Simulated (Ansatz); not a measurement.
## Cl⁻ ··· CO

The pair of Cl⁻ (SMILES [Cl-], atom 1) and CO (SMILES [C-]#[O+], atoms 2–3), both closed shells, in one local arrangement (a lower one may exist), relaxed at PBE0-D4/def2-TZVPD:

Cl1  (0.226, -0.008, -2.029)
C2  (0.426, -0.016, 0.841)
O3  (-0.652, 0.024, 1.188)
(Å)

Ansatz 0.2.0; basis: def2-TZVPPD, with def2-QZVPPD for the basis limit; cores frozen in the correlated methods. Extrapolation: Hartree–Fock as exp(−7.88 √X), correlation as X^−2.97. Interaction energies count from these two fragments, frozen as in the pair, with the counterpoise correction; negative means bound.

(1) What is the interaction energy by CCSD(T) at an estimated basis limit (MP2 extrapolated from triple and quadruple zeta, plus CCSD(T) − MP2 in triple zeta)? (Judge from chemistry; the value comes from the calculation.)

(2) Which atoms make the shortest contact between the fragments?

The T1 diagnostic stays at or below 0.021.

## Answers

(1) Computed: -2.98 kcal/mol. Hartree–Fock alone gives -0.79 kcal/mol at the basis limit. Plain CCSD(T) in triple zeta gives -2.06 kcal/mol; the step to the limit is large here, so the limit is uncertain. It counts from the two fragments frozen as in the pair.

(2) Cl1 and C2, 2.88 Å apart.

Basis-set superposition shift (counterpoise-corrected less uncorrected): CCSD(T) 0.56; MP2 0.53; HF 0.03; PBE0-D4 0.05; wB97M-V 0.05 kcal/mol.

For scale, one of the runs: CCSD(T)/def2-TZVPPD, 128 basis functions, launched by `ansatz run in.yaml --threads 2 --pin off --events-out ev --progress --plain --max-ram 5222MiB`. The run took about 6.5 s on 2 CPU threads of an Intel Xeon Platinum 8375C (shared host).
